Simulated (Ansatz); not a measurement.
`C[O][W](=[O])([OH])([O]C)[O]C`. Charge 0, multiplicity 1. Correlated methods include outer-core shells of W, which these sets cover unevenly. W takes the def2 core potential.

Z-matrix (Å, degrees):
```
W
C 1 3.008
O 1 1.936 2 75.9
C 1 3.042 2 86.8 3 142.7
O 1 1.866 2 158.2 3 -6.5
O 1 1.698 2 82.6 3 -113.0
O 1 1.914 2 20.8 3 111.5
C 1 3.093 2 143.3 3 4.3
O 1 1.875 2 104.5 3 136.8
H 2 1.093 1 138.0 3 -123.1
H 2 1.100 1 99.2 3 6.7
H 2 1.096 1 91.4 3 115.1
H 3 0.959 1 118.0 2 19.2
H 4 1.094 1 107.9 2 98.9
H 4 1.092 1 130.4 2 -124.4
H 4 1.095 1 87.7 2 -10.6
H 8 1.094 1 113.8 2 110.8
H 8 1.093 1 123.9 2 -112.7
H 8 1.095 1 88.7 2 0.2
```

(1) Give the diagnostics of a CCSD(T)/def2-TZVPP run (frozen core, Ansatz 0.2.0). (Estimate.)

Results:

(1) Ansatz gave: T1 = 0.0204, largest single amplitude 0.065, largest double 0.030, (T) share of the correlation energy 4.6 %, 14 CCSD cycles. The RHF solution is stable towards an unrestricted one. T1 lies over the customary mark of 0.02 for closed shells; compounds of d metals often pass it without a breakdown.
